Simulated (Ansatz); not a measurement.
`[OH][SbH][SiH3]` at its PBE0-D4/def2-TZVP geometry, where that method's forces vanish. Total charge 0; spin multiplicity 1. Sb: def2 effective core potential.

| atom | x (Å) | y (Å) | z (Å) |
| --- | --- | --- | --- |
| O1 | 0.959 | 1.592 | 0.908 |
| Sb2 | -0.901 | 0.960 | 0.629 |
| Si3 | -0.104 | -1.255 | -0.428 |
| H4 | 1.002 | 2.122 | 1.707 |
| H5 | -1.065 | 1.653 | -0.934 |
| H6 | 1.020 | -1.015 | -1.369 |
| H7 | -1.246 | -1.873 | -1.158 |
| H8 | 0.334 | -2.185 | 0.645 |

Problem. For each bond, give half the difference of the two atoms' forces along it (eV/Å; positive pushes the atoms apart) under PBE-D4, r2SCAN-D4, B3LYP-D4, ωB97M-V in def2-TZVPP. (Best estimate.)

Solution. Ansatz gave: 
```tsv
bond	length (Å)	PBE-D4	r2SCAN-D4	B3LYP-D4	ωB97M-V
O1–Sb2	1.984	0.50	0.17	0.35	0.01
O1–H4	0.960	0.39	0.04	-0.05	-0.06
Sb2–Si3	2.580	0.09	0.06	0.19	-0.07
Sb2–H5	1.717	0.24	0.04	0.06	-0.15
Si3–H6	1.485	0.08	-0.02	-0.09	-0.10
Si3–H7	1.489	0.08	-0.02	-0.08	-0.08
Si3–H8	1.486	0.09	-0.02	-0.08	-0.10
```

B3LYP here is the variant with VWN-RPA as its local correlation; programs differ in this.
